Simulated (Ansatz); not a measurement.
Reaction (ligand exchange at the Si–C bond): `C[Si](O)(O)O` + dimethylamine → `CN(C)[Si](O)(O)O` + CH₄

Isolated molecules relaxed with PBE0-D4/def2-TZVP in Ansatz; ΔE leaves out vibrations. CCSD(T)/CBS is the MP2 limit (def2-TZVPP, def2-QZVPP) plus CCSD(T) − MP2 in def2-TZVPP, frozen cores. This one scheme is used for every species. Functionals use def2-TZVPP. HSE06 is defined as in plane-wave codes. Each species was taken in one conformer, which may not be the lowest.

```json
{"level": "LDA (SPW92)", "ΔE (kJ/mol)": "-64.4", "difference from CCSD(T)/CBS": "1.2"}
{"level": "BLYP-D4", "ΔE (kJ/mol)": "-67.6", "difference from CCSD(T)/CBS": "-2.0"}
{"level": "B97M-V", "ΔE (kJ/mol)": "-65.5", "difference from CCSD(T)/CBS": "0.1"}
{"level": "PBE0-D4", "ΔE (kJ/mol)": "-62.2", "difference from CCSD(T)/CBS": "3.4"}
{"level": "r2SCAN0-D4", "ΔE (kJ/mol)": "-65.9", "difference from CCSD(T)/CBS": "-0.3"}
{"level": "ωB97M-V", "ΔE (kJ/mol)": "-64.8", "difference from CCSD(T)/CBS": "0.8"}
{"level": "PBE-QIDH", "ΔE (kJ/mol)": "-63.5", "difference from CCSD(T)/CBS": "2.1"}
{"level": "PBE", "ΔE (kJ/mol)": "-53.3", "difference from CCSD(T)/CBS": "12.3"}
{"level": "revPBE", "ΔE (kJ/mol)": "-48.2", "difference from CCSD(T)/CBS": "17.4"}
{"level": "HSE06", "ΔE (kJ/mol)": "-55.9", "difference from CCSD(T)/CBS": "9.7"}
{"level": "CCSD(T)/def2-TZVPP", "ΔE (kJ/mol)": "-66.9", "difference from CCSD(T)/CBS": "-1.3"}
{"level": "HF/def2-QZVPP", "ΔE (kJ/mol)": "-61.2", "difference from CCSD(T)/CBS": "4.4"}
{"level": "MP2/def2-QZVPP", "ΔE (kJ/mol)": "-69.1", "difference from CCSD(T)/CBS": "-3.5"}
{"level": "SCS-MP2/def2-QZVPP", "ΔE (kJ/mol)": "-67.3", "difference from CCSD(T)/CBS": "-1.7"}
{"level": "MP2/CBS(def2)", "ΔE (kJ/mol)": "-68.4", "difference from CCSD(T)/CBS": "-2.8"}
{"level": "CCSD/CBS(def2)", "ΔE (kJ/mol)": "-64.2", "difference from CCSD(T)/CBS": "1.4"}
{"level": "CCSD(T)/CBS", "ΔE (kJ/mol)": "-65.6", "difference from CCSD(T)/CBS": "0"}
```

Largest T1 diagnostic among the species: 0.011.

Leaving LDA and LC-ωPBE aside and taking each functional with its dispersion term where it has one, the values, not all of them listed here, spread over 10.4 kJ/mol, from BHLYP-D4 to PBE-D4. LDA lies −11.2 kJ/mol from PBE without D4. In def2-TZVPP, CCSD(T) changes the Hartree–Fock value by −6.1 kJ/mol (the triples alone add −1.5 kJ/mol) and MP2 by −8.9 kJ/mol.
